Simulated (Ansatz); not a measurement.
CH3BrMgO (SMILES C[O][Mg][Br]), singlet, at a GFN2-xTB geometry (such geometries of metal compounds can be far from the true shape), atoms displaced at random by about 0.03 Å a coordinate; PBE0/STO-3G, gradient (Ansatz, an electronic-structure program).

Ansatz was given this input:
Ansatz 0.2 input:
```yaml
crystal:
  periodic: [false, false, false]
  atoms:
    - {symbol: Mg, position_ang: [0.43040783, -0.28817226, -0.26575757]}
    - {symbol: Br, position_ang: [-0.92839082, 0.74339642, 1.21810761]}
    - {symbol: O, position_ang: [1.26771393, -1.03794420, -1.56123189]}
    - {symbol: C, position_ang: [1.91567500, -1.46862135, -2.70696119]}
    - {symbol: H, position_ang: [2.19062961, -0.68546132, -3.36160742]}
    - {symbol: H, position_ang: [2.77979078, -2.04095730, -2.46676391]}
    - {symbol: H, position_ang: [1.20281490, -2.12711420, -3.30062817]}
basis:
  gaussian:
    orbitals: STO-3G
hamiltonian:
  xc: pbe0
output: {forces: true}
```

Task: What does Ansatz print? Leave out banner, timings and long lists.

Result: 
```
Functional definition: PBE0
448 factors; integrals over basis functions are off by at most 8.1e-5 eV
mean field evaluation 1: about -77735.4109 eV, gradient 2.9e1 eV
mean field evaluation 2: about -77733.4860 eV, gradient 4.3e1 eV
mean field evaluation 4: about -77738.3059 eV, gradient 8.1e-1 eV
mean field evaluation 8: about -77738.4301 eV, gradient 4.6e-2 eV
mean field -77738.43015085 eV, -2856.8346150432 hartree, gradient 3.0e-5 eV, S^2 0.000000; 0 other end points of the search recorded, 0 dependent functions left out
the calculation of the forces begins
reference -77738.43016655 eV, -2856.8346156201 hartree; 32, 32 occupied and 8, 8 virtual orbitals, 448 factors
Total energy: -77738.43016655 eV, -2856.8346156201 hartree
Atom 0 at     0.430408    -0.288172    -0.265758 Å, force     0.330985    -0.258590    -1.093246 eV/Å
Atom 1 at    -0.928391     0.743396     1.218108 Å, force     0.599047    -0.450279    -0.540319 eV/Å
Atom 2 at     1.267714    -1.037944    -1.561232 Å, force    -0.911976     0.919953     2.030443 eV/Å
Atom 3 at     1.915675    -1.468621    -2.706961 Å, force    -3.728844    -0.947037     1.194268 eV/Å
Atom 4 at     2.190630    -0.685461    -3.361607 Å, force     0.932098     1.877482    -1.666137 eV/Å
Atom 5 at     2.779791    -2.040957    -2.466764 Å, force     1.920482    -1.274486     0.077863 eV/Å
Atom 6 at     1.202815    -2.127114    -3.300628 Å, force     0.858208     0.132957    -0.002871 eV/Å
Dipole moment:     0.365719    -0.206081    -0.207039 e Å
```
